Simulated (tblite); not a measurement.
Compound: C₆H₁₁O₂ (doublet state).
Atom-mapped SMILES: `[CH2:1][CH2:2][C@@H:3]1[CH2:4][O:5][C@H:6]1[CH2:7][OH:8]` (hydrogens: H9, H10 on C1; H11, H12 on C2; H13 on C3; H14, H15 on C4; H16 on C6; H17, H18 on C7; H19 on O8)

Structure optimised with GFN2-xTB, isolated species. This method treats the open shell by occupation alone, without spin polarisation.

**Question.** Give the optimised bond lengths and angles.

**Answer.** 
| bond | length (Å) | order |
| --- | --- | --- |
| C1–C2 | 1.472 | single |
| C2–C3 | 1.533 | single |
| C3–C4 | 1.534 | single |
| C4–O5 | 1.428 | single |
| O5–C6 | 1.439 | single |
| C6–C7 | 1.525 | single |
| C7–O8 | 1.403 | single |
| C3–C6 | 1.535 | single |
| C1–H9, C1–H10 | 1.072 | single |
| C2–H11 | 1.101 | single |
| C2–H12 | 1.091 | single |
| C3–H13 | 1.091 | single |
| C4–H14 | 1.093 | single |
| C4–H15 | 1.094 | single |
| C6–H16 | 1.096 | single |
| C7–H17 | 1.093 | single |
| C7–H18 | 1.101 | single |
| O8–H19 | 0.965 | single |

Bonds in one row agree within 0.01 Å and their mean is given. Orders are formal, as drawn. A selection of angles:
| angle | degrees |
| --- | --- |
| C2–C1–H9 | 121.6 |
| C2–C1–H10 | 119.8 |
| H9–C1–H10 | 118.6 |
| C1–C2–C3 | 111.7 |
| C1–C2–H11 | 110.4 |
| C1–C2–H12 | 110.8 |
| C3–C2–H11 | 106.4 |
| C3–C2–H12 | 109.6 |
| H11–C2–H12 | 107.7 |
| C2–C3–C4 | 117.0 |
| C2–C3–C6 | 116.5 |
| C2–C3–H13 | 110.0 |
| C4–C3–C6 | 84.7 |
| C4–C3–H13 | 113.8 |
| C6–C3–H13 | 112.9 |
| C3–C4–O5 | 91.7 |
| C3–C4–H14 | 116.3 |
| C3–C4–H15 | 115.0 |
| O5–C4–H14 | 111.9 |
| O5–C4–H15 | 111.4 |
| H14–C4–H15 | 109.5 |
| C4–O5–C6 | 92.4 |
| O5–C6–C7 | 112.0 |
| O5–C6–H16 | 110.7 |
| C7–C6–H16 | 109.6 |
| C3–C6–O5 | 91.2 |
| C3–C6–C7 | 117.2 |
| C3–C6–H16 | 115.0 |
| C6–C7–O8 | 111.4 |
| C6–C7–H17 | 109.8 |
| C6–C7–H18 | 109.1 |
| O8–C7–H17 | 106.8 |
| O8–C7–H18 | 110.6 |
| H17–C7–H18 | 109.1 |
| C7–O8–H19 | 107.3 |

Torsions: C1–C2–C3–C4 174° (antiperiplanar); C2–C3–C4–O5 -119° (anticlinal); C3–C4–O5–C6 2° (synperiplanar); C4–O5–C6–C7 -122° (anticlinal); O5–C6–C7–O8 -69° (synclinal); C2–C3–C6–O5 119° (anticlinal); H19–O8–C7–C6 50° (synclinal).

The C–O distances run from 1.403 Å (C7–O8, drawn single) to 1.439 Å (O5–C6, drawn single), a spread of 0.036 Å. C1 (carbon bonded to C and 2 H) is planar (angles 121.6°, 119.8° and 118.6°, sum 360.0°, 0.01 Å off the plane of its three neighbours). The 4-membered ring C3–C4–O5–C6 has internal angles of 84.7° to 92.4° (sum 360°, against 360° for a flat polygon); it is almost planar, 0.01 Å rms from its mean plane, widest ring torsion 2°. The C–C distances run from 1.472 Å (C1–C2, drawn single) to 1.535 Å (C3–C6, drawn single), a spread of 0.063 Å. Of the pairs four or more bonds apart, O5···H19 is among the closest relative to their van der Waals radii: 2.55 Å, 94 % of the sum of Bondi's values.

Point group: C1 (no symmetry element, even within 0.4 Å). GFN2-xTB frequencies show an imaginary mode (34i cm⁻¹), so the point is no minimum at that level. Torsions: H–C1–C2–C3 -125° and 52°, C1–C2–C3–C4 174°, O5–C6–C7–O8 -69°, C6–C7–O8–H 50°. 3 starts were optimised and ended at 0.00, 0.20 and 4.60 kcal/mol (GFN2-xTB); the lowest of these is shown.

Time: 0.31 s. Hardware: an Arm Neoverse V2 with one thread, shared host. These figures are those of the optimisation.

One conformer stands for the species.

These are computed values.
